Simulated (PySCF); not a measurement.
Electric field gradients and quadrupole coupling constants

C6H5Cl2F3.
Geometry (PBE0-D3(BJ)/def2-SVP, Å), atoms numbered from 1 in this order:
```
atom  x, y, z in Å
F1     3.8554    1.8880    0.1767
C2     3.0327    0.8580   -0.0113
F3     3.7850   -0.2180   -0.2692
F4     2.3947    0.6301    1.1412
C5     2.0561    1.1088   -1.1498
C6     1.0702   -0.0630   -1.3302
C7    -0.2081    0.3409   -0.5802
C8    -0.0970    1.8342   -0.5419
Cl9   -1.4061    2.8264   -0.0771
C10    1.1323    2.2632   -0.8655
Cl11   1.6594    3.8871   -0.8985
H12    2.6743    1.2837   -2.0444
H13    1.4919   -1.0189   -0.9911
H14    0.8494   -0.1621   -2.4023
H15   -0.2414   -0.0587    0.4478
H16   -1.1264    0.0093   -1.0880
```

Field gradients from the PBE0/pcSseg-1 density (PySCF, non-relativistic), principal values in atomic units, ordered |Vxx| ≤ |Vyy| ≤ |Vzz|:

| atom | Vxx | Vyy | Vzz |
| --- | --- | --- | --- |
| Cl9 | -1.6743 | -2.2393 | 3.9136 |
| Cl11 | -1.7551 | -2.2420 | 3.9971 |

Q: Find the asymmetry η = (Vxx − Vyy)/Vzz and the couplings χ = eQV/h (234.96 MHz × Q in barn × V in au), with Q(35Cl) = −0.0817 b.

A: 
```tsv
atom	environment	nucleus	η	χzz (MHz)	χxx (MHz)	χyy (MHz)
Cl9	vinyl chlorine	35Cl	0.14	-75.13	32.14	42.99
Cl11	vinyl chlorine	35Cl	0.12	-76.73	33.69	43.04
```

The tensor is traceless: Vxx + Vyy + Vzz = 0.

Q: What is Vzz at Cl9 in SI units (1 au = 9.71736 × 10²¹ V/m²)?

A: 3.9136 au = 38.030 × 10²¹ V/m².

Q: What couplings would deuterons (Q(2H) = 0.00286 b) have in place of the hydrogens, at this geometry?

A: 
```csv
atom,bonded to,bond length (Å),Vzz (au),η,χzz (kHz)
H12,C5,1.101,0.2787,0.03,187
H13,C6,1.098,0.2880,0.03,194
H14,C6,1.099,0.2880,0.03,194
H15,C7,1.103,0.2809,0.02,189
H16,C7,1.100,0.2864,0.02,192
```

Isolated species at its PBE0-D3(BJ)/def2-SVP geometry (one conformer only). With a basis this small, the couplings can be 20 % off.

The run behind these numbers computed NMR shieldings as well. On 2 threads of an Intel Xeon Platinum 8488C, on a shared host, this took 26 s wall, 62 s CPU and 1.8 GiB of memory at its peak.
